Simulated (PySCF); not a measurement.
Cl3FTi, SMILES [F][Ti]([Cl])([Cl])[Cl], multiplicity 1.

Geometry: PBE-D3(BJ)/def2-SVP. The multiplicity is an assumed one; other spin states were not compared.

Level of theory: PBE-D3(BJ)/def2-SVP in PySCF.

Frequencies are harmonic and unscaled.

Modes within 1.5 cm⁻¹ of each other (mostly degenerate sets) share a row, with their intensities summed.

### Question
Estimate the vibrational spectrum. (Estimate from the structure and the level; the computed values follow.)

### Answer

| mode | ν (cm⁻¹) | IR (km/mol) | moving atoms (share of kinetic energy) |
|---|---|---|---|
| 1–2 | 118 | 0.3 | Cl 88 % |
| 3 | 137 | 2.2 | Cl 56 %, Ti 30 %, F 14 % |
| 4–5 | 175 | 2.5 | F 60 %, Cl 31 %, Ti 9 % |
| 6 | 395 | 6.5 | Cl 83 %, Ti 11 % |
| 7–8 | 496 | 231.3 | Ti 56 %, Cl 44 % |
| 9 | 789 | 129.3 | F 68 %, Ti 32 % |
